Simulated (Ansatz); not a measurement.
B2H6OSi, SMILES `BB[SiH2]O` at its PBE0-D4/def2-TZVP geometry, where that method's forces vanish. Charge 0, multiplicity 1.

```xyz
10

B    -0.6281   -0.7769    0.9875
B     0.7185   -1.0189    0.4680
Si   -0.1185    0.5840   -0.7251
O     0.6406    1.9289   -0.1543
H    -1.7471   -0.6365    1.3241
H    -0.3175   -1.8464    0.2423
H     1.7834   -1.3136    0.0599
H    -1.5660    0.8337   -0.9585
H     0.4842    0.2599   -2.0400
H     0.7506    1.9858    0.7962
```

Question: What forces (eV/Å) does ωB97M-V/def2-TZVPP give on these atoms in Ansatz? (Estimate.)

Answer: Ansatz gave: 
```
B1   0.042 -0.085 -0.005
B2  -0.059 -0.069  0.050
Si3 -0.171 -0.042 -0.324
O4   0.037  0.048  0.097
H5   0.165 -0.003 -0.043
H6   0.016  0.053  0.012
H7  -0.145  0.058  0.060
H8   0.174 -0.022  0.026
H9  -0.070  0.039  0.159
H10  0.011  0.025 -0.030
```
